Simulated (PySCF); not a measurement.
Vertical excitations of a molecule C₄H₇F from PySCF with TDA-PBE/def2-SVPD, as energy in eV (oscillator strength): 6.21 (0.037), 7.00 (0.042), 7.26 (0.131), 7.60 (0.108), 7.67 (0.059), 7.73 (0.013), 7.83 (0.027), 7.92 (0.137), 8.44 (0.020), 8.44 (0.008). Lowest triplet (TDA): 4.44 eV. The structure is a stationary point at TPSSh-D3(BJ)/def2-SVP. One conformer was computed; it need not be the lowest.

Question: Identify the compound among the candidates.
A. C=C(F)CC
B. C[C@H]1C[C@@H]1F
C. FC1CCC1
D. CC/C=C\F

Answer: A, C=C(F)CC
